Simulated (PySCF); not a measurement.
**Computed spin Hamiltonian**

C7H6FSi (doublet state).
Cartesian coordinates in Å at the GFN2-xTB level; atoms count from 1:
```xyz
15
C7H6FSi angstrom
C      4.347   -0.682   -0.134
C      3.499    0.225   -0.614
C      2.105    0.096   -0.540
C      0.897   -0.010   -0.485
C     -0.447   -0.141   -0.421
C     -1.649   -0.282   -0.391
C     -3.071   -0.427   -0.302
Si    -3.784    0.419    1.267
F     -5.218   -0.329    1.484
H      5.413   -0.554   -0.211
H      3.997   -1.580    0.348
H      3.860    1.126   -1.098
H     -3.540   -0.036   -1.209
H     -3.323   -1.492   -0.234
H     -3.090    0.169    2.518
```

The hyperfine couplings belong to this conformer and change with its torsions.

The species is `C=CC#CC#CC[SiH]F` [radical].

Theory: PySCF 2.14.0, UKS B3LYP, pcH-1 on C F H Si, non-relativistic, mean-field spin-orbit, GIAO. The structure is a single GFN2-xTB conformer in the gas phase; no vibrational or solvent corrections. The geometry wasn't refined by DFT: couplings that depend on bond lengths, twists or pyramidal angles can differ widely from those at the functional's own minimum, by a factor of two or more for some ions and for spin on atoms past the first row. No stability test was run, so a lower SCF solution isn't excluded.

```
g1, g2, g3        : 2.00137, 2.00218, 2.00405
g_iso             : 2.00253
Form of g         : rhombic: the two nearest values differ by 30 % of g3 − g1
⟨S²⟩              : 0.7513 (exact 0.7500)
α and β electrons : 36, 35
Basis functions   : 295
```

Isotropic coupling and dipolar principal values T1 to T3, in mT (MHz turned into mT with g_iso):

```tsv
atom	isotope	a_iso	of which spin–orbit	T1	T2	T3	Mulliken spin population
C1	13C	0.03	0.00	-0.03	-0.03	0.06	0.01
C2	13C	-0.04	0.00	-0.03	0.01	0.02	-0.01
C3	13C	0.05	0.00	-0.04	-0.03	0.07	0.01
C4	13C	-0.07	0.00	-0.04	0.00	0.04	-0.01
C5	13C	0.08	0.00	-0.06	-0.05	0.10	0.02
C6	13C	-0.13	0.00	-0.07	0.00	0.07	-0.02
C7	13C	1.90	0.00	-0.26	-0.23	0.49	0.04
Si8	29Si	-22.63	0.04	-5.67	2.81	2.86	0.83
F9	19F	4.17	0.06	-4.74	-4.61	9.35	0.04
H10	1H	-0.02	0.00	-0.02	0.00	0.02	0.00
H11	1H	-0.02	0.00	-0.01	0.00	0.01	0.00
H12	1H	0.02	0.00	-0.01	-0.01	0.02	0.00
H13	1H	0.17	0.00	-0.19	-0.11	0.31	0.00
H14	1H	1.18	0.00	-0.17	0.00	0.17	0.02
H15	1H	5.11	0.00	-0.28	0.01	0.28	0.06
```

The largest Mulliken spin populations are on Si8 (+0.83) and H15 (+0.06). No atom but Si8 exceeds +0.15. The angles at Si8 add up to 323.3°, so it is pyramidal.

Under fast tumbling the dipolar parts average out, and these isotropic splittings remain: 1 × 1H (H15, I = 1/2, 2 lines) with 5.11 mT, 1 × 19F (F9, I = 1/2, 2 lines) with 4.17 mT and 2 × 1H (H13/H14, I = 1/2, 3 lines) with 0.68 mT.

Class means assume fast exchange of nuclei equivalent by connectivity; if that motion is slow, each nucleus keeps its own coupling. The 1H value of +19.0 MHz is a mean of couplings from 4.8 to 33.1 MHz in this one geometry, not an average over conformers.

The 13C coupling of C7 (53.2 MHz) shows only in satellite lines or after enrichment, since that isotope makes up about 1.07 % of natural carbon.

The 29Si coupling of Si8 (-634.3 MHz) shows only in satellite lines or after enrichment, since that isotope makes up about 4.7 % of natural silicon.

The spin density at the nucleus, in bohr⁻³, is negative for C6 (-0.0032) and C4 (-0.0018), for instance. A restricted open-shell determinant has no negative spin density anywhere; here it arises because α and β orbitals differ (spin polarisation).
